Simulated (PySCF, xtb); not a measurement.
trifluorosilylmethanol (CH₃F₃OSi), SMILES OC[Si](F)(F)F. The values are those of a single conformer.

Harmonic wavenumbers (cm⁻¹) from GFN2-xTB run with xtb at its own minimum, in rising order: 41, 106, 153, 203, 225, 262, 333, 378, 685, 775, 878, 928, 944, 1063, 1124, 1280, 1332, 1451, 2873, 2977, 3552.

Question: What does PySCF with B3LYP-D3(BJ)/def2-SVP give at its own minimum? (The exact figures need the calculation; the answer reports its results.)

Answer: 70, 119, 192, 262, 302, 333, 364, 423, 674, 771, 881, 974, 987, 1071, 1158, 1306, 1380, 1445, 2983, 3087, 3805. Paired by order, the mean absolute difference is 51 cm⁻¹ and the zero-point energies are 30.8 and 32.3 kcal/mol.
